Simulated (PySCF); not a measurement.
**GeB: one state, many levels of theory**

State: ⁴Σ⁻ (quartet), unpaired electrons σ ↑, π ↑↑. Set-up: PySCF, no relativity, basis sets Ge pcseg-1, B pcseg-1. De refers to Ge + B in their high-spin ground configurations, without counterpoise correction. The functionals are run spin-unrestricted. A positive dipole means Ge(−)B(+).

| Level | Re (Å) | ωe (cm⁻¹) | De (eV) | μ (D) | CPU s a point (SCF and correlation, without the integrals) |
| --- | --- | --- | --- | --- | --- |
| UHF | 1.947 | 712 | 1.97 | -0.04 | 0.092 |
| UHF-MP2 | 1.992 | 658 | 2.79 | n/a | 0.14 |
| UHF-SCS-MP2 | 1.992 | 644 | 2.44 | n/a | n/a |
| UHF-CCSD | 2.001 | 621 | 2.55 | n/a | n/a |
| UHF-CCSD(T) | 2.011 | 615 | 2.70 | n/a | 2 |
| PBE | 2.008 | 618 | 3.44 | -0.87 | 0.55 |
| PBEsol | 1.998 | 631 | 3.69 | -0.81 | 0.41 |
| r²SCAN | 1.984 | 655 | 3.43 | -0.48 | 0.78 |
| B3LYP | 1.999 | 627 | 2.97 | -0.78 | 0.61 |
| PBE0 | 1.982 | 653 | 3.21 | -0.67 | 0.81 |
| MN15 | 1.976 | 638 | 3.15 | -0.43 | 0.83 |

Task: Which functional lies closest to UHF-CCSD(T) in De, which farthest, and by how much do they differ from it?

Result: Closest is B3LYP (-1.2 pm in Re, +2.0 % in ωe, +0.27 eV in De against UHF-CCSD(T) in the same basis), farthest PBEsol (-1.3 pm in Re, +2.6 % in ωe, +0.99 eV in De). CCSD(T) converges more slowly with the basis than the functionals do and binds too weakly in this one, so the order can change at the basis-set limit.

Task: What does the step from GGA to meta-GGA do here, going from PBE to r²SCAN?

Result: r²SCAN less PBE: -2.4 pm in Re, +6.0 % in ωe, -0.01 eV in De. 

Task: What does second-order correlation do here, going from UHF to UHF-MP2?

Result: UHF-MP2 less UHF: +4.5 pm in Re, -7.6 % in ωe, +0.82 eV in De. Correlation nearly always deepens the well. The bond lengthens, as in strong covalent bonds, where excitations into antibonding orbitals dominate.

Correlated steps freeze 10 core orbitals. Correlated levels converge slowly with the basis: in double zeta they bind strong bonds too weakly, by up to about 1 eV, and carry superposition errors of some tenths. Spin–orbit coupling is left out. The state was picked by a PBE0 search and need not be the measured ground state.

The whole job (state search and all levels along the bond) took about 1.7 min on 1 thread of Arm Neoverse V1 (shared host), peak memory 0.46 GiB.
